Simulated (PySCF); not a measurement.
Gas-phase reaction: SbCl₃ ⇌ Sb + 3 Cl, at 500 K and a standard pressure of 1 bar. Level: CCSD(T)/def2-TZVPP†.

Method: PySCF energies plus ideal-gas RRHO corrections (1 bar). † marks an energy on the PBE0/def2-TZVP geometry and frequencies. CCSD(T) freezes the core. Open shells (unrestricted): Sb (multiplicity 4), Cl (multiplicity 2, electronic degeneracy 6); the rest are closed-shell singlets. Spin-orbit splitting is ignored; it lowers the true energy and changes the entropy of Cl. Sb: scalar-relativistic def2 core potential, no spin-orbit coupling. CCSD(T) isn't extrapolated to the basis-set limit; its ΔH°(298 K) is 767.5 kJ in def2-SVP and 888.0 kJ in def2-TZVPP. The harmonic model lacks anharmonicity and excited electronic states, which grow with temperature; levels with a mode under 35 cm⁻¹ are left out. Soft modes under 120 cm⁻¹ make the harmonic entropy rough for SbCl₃.

```json
[
 {"species": "SbCl₃", "E (Ha)": "-1618.89534", "H(500 K) − E (kJ/mol)": "42.9", "S°(500 K) (J/mol/K)": "380.2"},
 {"species": "Sb", "E (Ha)": "-239.56240", "H(500 K) − E (kJ/mol)": "10.4", "S°(500 K) (J/mol/K)": "191.0"},
 {"species": "Cl", "E (Ha)": "-459.66465", "H(500 K) − E (kJ/mol)": "10.4", "S°(500 K) (J/mol/K)": "179.0"}
]
```
E: electronic energy; H − E holds the zero-point and thermal terms. 1 Ha = 2625.5 kJ/mol.

**Question.** Work out ΔH°, ΔS°, ΔG° and log10 K from these numbers.

**Answer.** 1. ΔE = 1×(-239.56240) + 3×(-459.66465) − 1×(-1618.89534) = 0.33899 Ha = 890.0 kJ.
2. Δ(H − E) = 1×(10.4) + 3×(10.4) − 1×(42.9) = -1.3 kJ, so ΔH° = 888.7 kJ.
3. ΔS° = 1×(191.0) + 3×(179.0) − 1×(380.2) = 347.8 J/K; the number of gas molecules changes by +3.
4. ΔG° = ΔH° − TΔS° = 888.7 − 500×(347.8)/1000 = 714.8 kJ.
5. log10 K = −ΔG°/(RT ln 10) = -74.69, with RT ln 10 = 9.57 kJ/mol; at standard pressures the reactants are favoured.
6. A shift of 10 kJ in ΔE would move log10 K by 1.04 here.
For scale, ΔH°(298 K) is 888 kJ at this level, 963 kJ at ωB97M-V/def2-TZVP†, and runs from 563 to 1181 kJ over the 18 levels computed.
